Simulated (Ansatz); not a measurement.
Geometry optimisation, RKS revPBE/cc-pVDZ (Ansatz).

Input file:

```yaml
crystal:
  periodic: [false, false, false]
  atoms:
    - { symbol: O, position_ang: [-0.8643, 0.3842, 1.4351] }
    - { symbol: C, position_ang: [0.2094, -0.09, 0.76] }
    - { symbol: Al, position_ang: [0.6314, -1.9165, 1.4521] }
    - { symbol: C, position_ang: [0.0798, -0.1039, -0.7635] }
    - { symbol: Si, position_ang: [-0.2456, 1.6033, -1.4702] }
    - { symbol: H, position_ang: [-1.6791, -0.1514, 1.2139] }
    - { symbol: H, position_ang: [1.1157, 0.5561, 1.0022] }
    - { symbol: H, position_ang: [1.9766, -2.6791, 0.8931] }
    - { symbol: H, position_ang: [-0.257, -2.5761, 2.6206] }
    - { symbol: H, position_ang: [0.9035, -0.5465, -1.2307] }
    - { symbol: H, position_ang: [-0.8873, -0.7366, -0.9982] }
    - { symbol: H, position_ang: [0.9413, 2.4506, -1.1167] }
    - { symbol: H, position_ang: [-1.5019, 2.2345, -0.8749] }
    - { symbol: H, position_ang: [-0.4353, 1.5422, -2.8941] }
basis:
  gaussian: { orbitals: cc-pVDZ }
hamiltonian:
  xc: revpbe
relax:
  f_tol: 0.015
  max_steps: 40
```

Run as:

```bash
$ ansatz run input.yaml --threads 2 --pin off --max-ram 3072MiB --backend cpu --events-out ev --progress --plain --runs-dir out
```

**Question.** Where does it end, and by what steps?

**Answer.** The forces met the threshold. After 23 steps the energy has fallen by 0.877 eV; H8 moved furthest, 2.09 Å. Joined: O1–Al3.

| step | energy less start (eV) | largest force component (eV/Å) | accepted |
| --- | --- | --- | --- |
| 0 | 0.0000 | 3.674 | yes |
| 1 | -0.4473 | 1.263 | yes |
| 2 | -0.5343 | 0.312 | yes |
| 3 | -0.5475 | 0.155 | yes |
| 4 | -0.5651 | 0.202 | yes |
| 5 | -0.5734 | 0.237 | yes |
| 6 | -0.5844 | 0.220 | yes |
| 7 | -0.5942 | 0.256 | yes |
| 8 | -0.6056 | 0.182 | yes |
| 9 | -0.6134 | 0.279 | yes |
| 10 | -0.6248 | 0.255 | yes |
| 11 | -0.6504 | 0.258 | yes |
| 12 | -0.6869 | 0.278 | yes |
| 13 | -0.7406 | 0.461 | yes |
| 14 | -0.7963 | 0.433 | yes |
| 15 | -0.8360 | 0.785 | yes |
| 16 | -0.8556 | 0.459 | yes |
| 17 | -0.8405 | 0.346 | no |
| 18 | -0.8713 | 0.202 | yes |
| 19 | -0.8747 | 0.083 | yes |
| 20 | -0.8764 | 0.042 | yes |
| 21 | -0.8771 | 0.032 | yes |
| 22 | -0.8772 | 0.023 | yes |
| 23 | -0.8774 | 0.013 | yes |

```xyz
14
Properties=species:S:1:pos:R:3
O -0.152 0.076 1.584
C 0.751 -0.375 0.380
Al 0.484 -1.903 1.632
C 0.080 -0.142 -0.967
Si -0.503 1.663 -1.337
H -1.073 0.143 1.250
H 1.653 0.257 0.499
H 1.496 -2.148 2.854
H -0.804 -2.825 1.334
H 0.828 -0.397 -1.752
H -0.770 -0.840 -1.135
H 0.631 2.634 -1.109
H -1.656 2.056 -0.437
H -0.978 1.770 -2.768
```

Whether the end is a true minimum wasn't checked by a vibrational analysis.

The run took 82 s on 2 threads of Arm Neoverse V1, with other jobs on the host, peak memory 0.18 GiB.
